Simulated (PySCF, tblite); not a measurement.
Compound: C2H13NOSi3.
Z-matrix (Å and degrees, GFN2-xTB geometry), rows numbered from 1:
```
C 
Si  1  1.9016
Si  2  2.3239  1  108.75
C   3  1.9186  2  111.31  1   -72.75
O   3  1.6487  2   99.61  1   174.00
Si  3  2.3225  2  119.36  1    53.53
N   6  1.7280  3  104.34  2     3.07
H   1  1.0860  2  111.33  3    65.17
H   1  1.0860  2  111.18  3   -54.57
H   1  1.0851  2  111.53  3  -174.84
H   2  1.4760  1  106.82  3   122.26
H   2  1.4755  1  106.91  3  -126.54
H   4  1.0872  3  111.31  2   -53.18
H   4  1.0884  3  111.85  2  -173.14
H   4  1.0855  3  111.44  2    66.79
H   5  0.9534  3  122.74  2   168.68
H   6  1.4845  3  115.02  2   127.76
H   6  1.4696  3  116.77  2  -109.75
H   7  1.0072  6  118.65  3  -173.69
H   7  1.0072  6  118.99  3    49.15
```

Theory: PBE0/pcSseg-1 in PySCF (dipole) on a GFN2-xTB geometry, gas phase.

Masses are those of the commonest isotopes; rigid-rotor values at the optimised geometry. The values belong to one conformer with, in the numbering `[CH3:1][SiH2:2][Si@:3]([CH3:4])([OH:5])[SiH2:6][NH2:7]`, C1–Si2–Si3–C4 -73°, Si2–Si3–O5–H 169°, Si2–Si3–Si6–N7 3°, Si3–Si6–N7–H -174° and 49°.

What are A, B and C (MHz)?

Ia = 358.69, Ib = 461.67, Ic = 627.19 u·Å²; 505379 MHz·u·Å²/I gives A = 1409, B = 1095, C = 805.8 MHz.

Classify the top.

An asymmetric top: κ = (2 × 1095 − 1409 − 805.8)/(1409 − 805.8) = -0.04.

What does the inertial defect say?

Not planar: Δ = Ic − Ia − Ib = -193.16 u·Å². For a rigid frame Δ = −2 Σ m c², so Σ m c² = 96.58 u·Å² lies off the ab plane: 25.23 from hydrogen and 71.35 from heavier atoms. The atom farthest from that plane is 2.50 Å away.

Give the coordinates in the principal-axis frame, origin at the centre of mass.

The sense of each axis is arbitrary; atoms in the order of the calculation.
```json
{"atom": "C1", "mass (u)": "12.000", "a (Å)": "-2.141", "b (Å)": "1.748", "c (Å)": "-0.751"}
{"atom": "Si2", "mass (u)": "27.977", "a (Å)": "-1.925", "b (Å)": "0.307", "c (Å)": "0.471"}
{"atom": "Si3", "mass (u)": "27.977", "a (Å)": "0.066", "b (Å)": "-0.790", "c (Å)": "-0.012"}
{"atom": "C4", "mass (u)": "12.000", "a (Å)": "-0.076", "b (Å)": "-1.814", "c (Å)": "-1.628"}
{"atom": "O5", "mass (u)": "15.995", "a (Å)": "0.109", "b (Å)": "-1.852", "c (Å)": "1.248"}
{"atom": "Si6", "mass (u)": "27.977", "a (Å)": "2.039", "b (Å)": "0.430", "c (Å)": "-0.126"}
{"atom": "N7", "mass (u)": "14.003", "a (Å)": "1.572", "b (Å)": "2.040", "c (Å)": "0.294"}
{"atom": "H8", "mass (u)": "1.008", "a (Å)": "-2.264", "b (Å)": "1.388", "c (Å)": "-1.768"}
{"atom": "H9", "mass (u)": "1.008", "a (Å)": "-1.275", "b (Å)": "2.404", "c (Å)": "-0.741"}
{"atom": "H10", "mass (u)": "1.008", "a (Å)": "-3.013", "b (Å)": "2.347", "c (Å)": "-0.510"}
{"atom": "H11", "mass (u)": "1.008", "a (Å)": "-1.948", "b (Å)": "0.889", "c (Å)": "1.827"}
{"atom": "H12", "mass (u)": "1.008", "a (Å)": "-3.156", "b (Å)": "-0.503", "c (Å)": "0.401"}
{"atom": "H13", "mass (u)": "1.008", "a (Å)": "-0.931", "b (Å)": "-2.486", "c (Å)": "-1.596"}
{"atom": "H14", "mass (u)": "1.008", "a (Å)": "0.808", "b (Å)": "-2.425", "c (Å)": "-1.800"}
{"atom": "H15", "mass (u)": "1.008", "a (Å)": "-0.198", "b (Å)": "-1.173", "c (Å)": "-2.495"}
{"atom": "H16", "mass (u)": "1.008", "a (Å)": "0.723", "b (Å)": "-2.580", "c (Å)": "1.289"}
{"atom": "H17", "mass (u)": "1.008", "a (Å)": "3.150", "b (Å)": "-0.094", "c (Å)": "0.708"}
{"atom": "H18", "mass (u)": "1.008", "a (Å)": "2.639", "b (Å)": "0.597", "c (Å)": "-1.457"}
{"atom": "H19", "mass (u)": "1.008", "a (Å)": "2.255", "b (Å)": "2.776", "c (Å)": "0.218"}
{"atom": "H20", "mass (u)": "1.008", "a (Å)": "1.014", "b (Å)": "2.187", "c (Å)": "1.119"}
```

List the rotational levels J(Ka,Kc) to J = 4 (cm⁻¹).

Above 0(0,0):
J = 1: 1(0,1) 0.0634, 1(1,1) 0.0739, 1(1,0) 0.0835
J = 2: 2(0,2) 0.1859, 2(1,2) 0.1910, 2(1,1) 0.2199, 2(2,1) 0.2514, 2(2,0) 0.2556
J = 3: 3(0,3) 0.3627, 3(1,3) 0.3645, 3(1,2) 0.4210, 3(2,2) 0.4416, 3(2,1) 0.4592, 3(3,1) 0.5203, 3(3,0) 0.5217
J = 4: 4(0,4) 0.5923, 4(1,4) 0.5929, 4(1,3) 0.6812, 4(2,3) 0.6917, 4(2,2) 0.7329, 4(3,2) 0.7798, 4(3,1) 0.7878, 4(4,1) 0.8822, 4(4,0) 0.8826

Which types of transition are allowed, and where do some lines up to J = 5 fall?

The dipole components are |μa| = 1.22 D, |μb| = 0.15 D, |μc| = 0.31 D. Intensities carry the squares of the components, which stand as 1.00 : 0.01 : 0.06 (a : b : c). Some lines, for components of 0.1 D or more:

```json
{"type": "b", "branch": "Q", "J(Ka,Kc)": "2(2,1) ← 2(1,2)", "MHz": "1810", "lower level (cm⁻¹)": "0.191"}
{"type": "a", "branch": "R", "J(Ka,Kc)": "1(0,1) ← 0(0,0)", "MHz": "1900", "lower level (cm⁻¹)": "0.000"}
{"type": "b", "branch": "Q", "J(Ka,Kc)": "3(2,2) ← 3(1,3)", "MHz": "2311", "lower level (cm⁻¹)": "0.364"}
{"type": "c", "branch": "Q", "J(Ka,Kc)": "5(4,2) ← 5(3,2)", "MHz": "2431", "lower level (cm⁻¹)": "1.127"}
{"type": "c", "branch": "R", "J(Ka,Kc)": "2(1,1) ← 1(0,1)", "MHz": "4693", "lower level (cm⁻¹)": "0.063"}
{"type": "b", "branch": "R", "J(Ka,Kc)": "3(1,2) ← 2(2,1)", "MHz": "5084", "lower level (cm⁻¹)": "0.251"}
{"type": "c", "branch": "R", "J(Ka,Kc)": "2(2,0) ← 1(1,0)", "MHz": "5160", "lower level (cm⁻¹)": "0.084"}
{"type": "c", "branch": "R", "J(Ka,Kc)": "3(3,0) ← 2(2,0)", "MHz": "7975", "lower level (cm⁻¹)": "0.256"}
{"type": "c", "branch": "R", "J(Ka,Kc)": "3(3,1) ← 2(2,1)", "MHz": "8063", "lower level (cm⁻¹)": "0.251"}
{"type": "a", "branch": "R", "J(Ka,Kc)": "5(4,1) ← 4(4,0)", "MHz": "9853", "lower level (cm⁻¹)": "0.883"}
{"type": "a", "branch": "R", "J(Ka,Kc)": "5(3,2) ← 4(3,1)", "MHz": "10180", "lower level (cm⁻¹)": "0.788"}
{"type": "b", "branch": "R", "J(Ka,Kc)": "4(4,1) ← 3(3,0)", "MHz": "10810", "lower level (cm⁻¹)": "0.522"}
```

Estimate the classical rotational partition function at 10 K, 100 K and 500 K.

Point group C1, symmetry number σ = 1; q = (√π/σ)·√((kT/h)³/(ABC)), k/h = 20836.6 MHz/K: 4780 at 10 K, 151000 at 100 K, 1690000 at 500 K.

Its lowest GFN2-xTB frequency is 15 cm⁻¹, too small to tell a flat minimum from a shallow saddle. These are rigid-rotor constants of the computed structure; measured ground-state constants (B0) also hold zero-point vibration. A rigid rotor knows nothing of inversion at nitrogen or internal rotation, which can split or shift real lines. Quadrupole hyperfine structure (14N) is left out.

Hardware: one thread, Arm Neoverse V2 (aarch64), no GPU, on a shared host. Cost: 45 s wall (grids of density and orbitals included), 0.92 GiB resident at most. This is the PBE0/pcSseg-1 job that gave the dipole, with the shieldings it also computed.
